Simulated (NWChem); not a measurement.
System: SiHOI, singlet; SMILES O[Si]I

NWChem input:

```
start job
memory heap 200 mb stack 900 mb global 1100 mb
geometry units angstroms noautoz
  Si     0.602792     1.571528     0.000000
  I      0.036656    -0.857486     0.000000
  O     -0.935115     2.208156     0.000000
  H     -0.970902     3.173505     0.000000
end
basis spherical
  Si library def2-svp
  I library def2-svp
  O library def2-svp
  H library def2-svp
end
ecp
  I library def2-ecp
end
dft
  xc xperdew91 perdew91
  iterations 150
  mulliken
end
task dft energy
```

Excerpt of the output:

```
             Northwest Computational Chemistry Package (NWChem) 7.3.0
             --------------------------------------------------------

 CS  symmetry detected

                             Geometry "geometry" -> ""
                             -------------------------

 Output coordinates in angstroms (scale by  1.889725989 to convert to a.u.)

  No.       Tag          Charge          X              Y              Z
 ---- ---------------- ---------- -------------- -------------- --------------
    1 Si                  14.0000     0.66855947     1.57006082     0.00000000
    2 I                   53.0000    -0.03597746    -0.82247898     0.00000000
    3 O                    8.0000    -0.83029703     2.29385800     0.00000000
    4 H                    1.0000    -0.81065075     3.25967032     0.00000000

 Effective nuclear repulsion energy (a.u.)     277.2371080116

      Symmetry information
      --------------------

 Group name             Cs
 Group number              2
 Group order               2
 No. of unique centers     4

 Summary of "ao basis" -> "ao basis" (spherical)
 ------------------------------------------------------------------------------
       Tag                 Description            Shells   Functions and Types
 ---------------- ------------------------------  ------  ---------------------
 Si                         def2-svp                 8       18   4s3p1d
 I                          def2-svp                10       26   4s4p2d
 O                          def2-svp                 6       14   3s2p1d
 H                          def2-svp                 3        5   2s1p

      Symmetry analysis of basis
      --------------------------

        a'         45
        a"         18

            General Information
            -------------------
          SCF calculation type: DFT
          Wavefunction type:  closed shell.
          No. of atoms     :     4
          No. of electrons :    48
           Alpha electrons :    24
            Beta electrons :    24
          Charge           :     0
          Spin multiplicity:     1
          Use of symmetry is: on ; symmetry adaption is: on
          Maximum number of iterations: 150
          AO basis - number of functions:    63
                     number of shells:    27
          Convergence on energy requested:  1.00D-06
          Convergence on density requested:  1.00D-05
          Convergence on gradient requested:  5.00D-04

              XC Information
              --------------
                 Perdew 1991   Exchange Functional  1.000
                Perdew 1991 Correlation Functional  1.000 non-local
            Perdew 1991 LDA Correlation Functional  1.000 local

             Grid Information
             ----------------
          Grid used for XC integration:  medium
          Radial quadrature: Mura-Knowles
          Angular quadrature: Lebedev.
          Tag              B.-S. Rad. Rad. Pts. Rad. Cut. Ang. Pts.
          ---              ---------- --------- --------- ---------
          Si                  1.10       88           9.0       590
          I                   1.40      123          11.0       590
          O                   0.60       49          10.0       434
          H                   0.35       45          11.0       434
          Grid pruning is: on
          Number of quadrature shells:   305
          Spatial weights used:  Erf1

      Superposition of Atomic Density Guess
      -------------------------------------

 Sum of atomic energies:        -711.05609709

      Non-variational initial energy
      ------------------------------

 Total energy =    -661.027498
 1-e energy   =   -1327.785095
 2-e energy   =     513.115651
 HOMO         =      -0.254285
 LUMO         =      -0.032380

      Symmetry analysis of molecular orbitals - initial
      -------------------------------------------------

  Numbering of irreducible representations:

     1 a'          2 a"

  Orbital symmetries:

     1 a'          2 a'          3 a'          4 a'          5 a'
     6 a'          7 a"          8 a'          9 a'         10 a"
    11 a'         12 a'         13 a"         14 a'         15 a"
    16 a'         17 a'         18 a'         19 a'         20 a"
    21 a'         22 a"         23 a'         24 a'         25 a"
    26 a'         27 a'         28 a'         29 a'         30 a'
    31 a'         32 a"         33 a'         34 a"

     ---------------------------------------------
      Total Density - Mulliken Population Analysis
     ---------------------------------------------

    Atom       Charge   Shell Charges
 -----------   ------   -------------------------------------------------------
    1 Si  14    13.09   2.00  1.99  1.23  0.65  5.93  0.59  0.55  0.14
    2 I   25    25.47   1.83  0.22  1.24  0.67  2.92  3.14  2.69  2.75  9.82  0.19
    3 O    8     8.78   1.99  1.11  0.63  3.09  1.95  0.00
    4 H    1     0.65   0.52  0.08  0.06

   convergence    iter        energy       DeltaE   RMS-Dens  Diis-err
 ---------------- ----- ----------------- --------- --------- ---------
 d= 0,ls=0.0,diis     1   -662.8911012500 -8.17D+02  2.98D-02  6.11D-01
 d= 0,ls=0.0,diis     2   -662.4196473801  4.71D-01  2.02D-02  4.56D+00
 d= 0,ls=0.0,diis     3   -662.9645174861 -5.45D-01  8.72D-03  7.03D-02
 d= 0,ls=0.0,diis     4   -662.9628458267  1.67D-03  5.31D-03  6.42D-02
 d= 0,ls=0.0,diis     5   -662.9757945221 -1.29D-02  4.67D-04  8.22D-04
  Resetting Diis
 d= 0,ls=0.0,diis     6   -662.9759154482 -1.21D-04  7.84D-05  1.64D-05
 d= 0,ls=0.0,diis     7   -662.9759178698 -2.42D-06  3.54D-05  9.72D-07
 d= 0,ls=0.0,diis     8   -662.9759177324  1.37D-07  2.07D-05  2.14D-06
 d= 0,ls=0.0,diis     9   -662.9759179842 -2.52D-07  6.82D-06  3.54D-07

         Total DFT energy =     -662.975917984212
      One electron energy =    -1329.723380396479
           Coulomb energy =      565.256606258075
    Exchange-Corr. energy =      -52.151090148813
 Nuclear repulsion energy =      153.641946303005

 Numeric. integr. density =       47.999998024028

                  Occupations of the irreducible representations
                  ----------------------------------------------

                     irrep           alpha         beta
                     --------     --------     --------
                     a'               18.0         18.0
                     a"                6.0          6.0

                       DFT Final Molecular Orbital Analysis
                       ------------------------------------

 Vector   22  Occ=2.000000D+00  E=-2.433358D-01  Symmetry=a"
              MO Center= -2.0D-02, -5.4D-01,  3.9D-14, r^2= 2.5D+00
   Bfn.  Coefficient  Atom+Function         Bfn.  Coefficient  Atom+Function
  ----- ------------  ---------------      ----- ------------  ---------------
    31      0.574959  2 I  pz                34      0.515750  2 I  pz
    28     -0.234802  2 I  pz                25     -0.190142  2 I  pz
    50     -0.151105  3 O  pz                53     -0.121667  3 O  pz
    13      0.096637  1 Si pz                10      0.082536  1 Si pz
    15     -0.050922  1 Si d -1               7     -0.043044  1 Si pz

 Vector   23  Occ=2.000000D+00  E=-2.381672D-01  Symmetry=a'
              MO Center=  1.3D-01, -3.3D-01, -1.2D-15, r^2= 3.1D+00
   Bfn.  Coefficient  Atom+Function         Bfn.  Coefficient  Atom+Function
  ----- ------------  ---------------      ----- ------------  ---------------
    29      0.436939  2 I  px                32      0.380019  2 I  px
    30     -0.350655  2 I  py                33     -0.303096  2 I  py
    26     -0.178077  2 I  px                 4      0.162663  1 Si s
    23     -0.144189  2 I  px                27      0.140307  2 I  py
    11      0.138382  1 Si px                 8      0.135632  1 Si px

 Vector   24  Occ=2.000000D+00  E=-2.184845D-01  Symmetry=a'
              MO Center=  4.0D-01,  6.9D-01, -7.4D-15, r^2= 4.3D+00
   Bfn.  Coefficient  Atom+Function         Bfn.  Coefficient  Atom+Function
  ----- ------------  ---------------      ----- ------------  ---------------
     4      0.401923  1 Si s                 29     -0.381347  2 I  px
    32     -0.366017  2 I  px                 3      0.337642  1 Si s
    48     -0.239590  3 O  px                30     -0.218197  2 I  py
     2      0.210336  1 Si s                  8      0.201037  1 Si px
    33     -0.197568  2 I  py                51     -0.184575  3 O  px

 Vector   25  Occ=0.000000D+00  E=-1.103589D-01  Symmetry=a"
              MO Center=  5.4D-01,  1.4D+00, -9.3D-14, r^2= 3.2D+00
   Bfn.  Coefficient  Atom+Function         Bfn.  Coefficient  Atom+Function
  ----- ------------  ---------------      ----- ------------  ---------------
    13      0.682245  1 Si pz                10      0.426333  1 Si pz
    50     -0.256692  3 O  pz                34     -0.247965  2 I  pz
    53     -0.245831  3 O  pz                 7     -0.214690  1 Si pz
    31     -0.205264  2 I  pz                28      0.081942  2 I  pz
    25      0.065542  2 I  pz                41      0.057217  2 I  d -1

 Vector   26  Occ=0.000000D+00  E=-3.883053D-02  Symmetry=a'
              MO Center=  5.1D-01,  1.1D+00,  1.4D-15, r^2= 4.8D+00
   Bfn.  Coefficient  Atom+Function         Bfn.  Coefficient  Atom+Function
  ----- ------------  ---------------      ----- ------------  ---------------
    12      0.953477  1 Si py                33      0.618344  2 I  py
    22      0.391986  2 I  s                  9      0.367112  1 Si py
     3     -0.320196  1 Si s                 32      0.250843  2 I  px
    30      0.237500  2 I  py                21      0.212275  2 I  s
     6     -0.187148  1 Si py                47     -0.177022  3 O  s

[...]
```

Level: PW91/def2-SVP with def2 effective core potentials on I. Low-valent species are run as closed-shell singlets; no triplet was tried in these runs. Coordinates come from a PBE0/def2-SVP optimisation. def2 effective core potentials on I; no spin-orbit coupling.
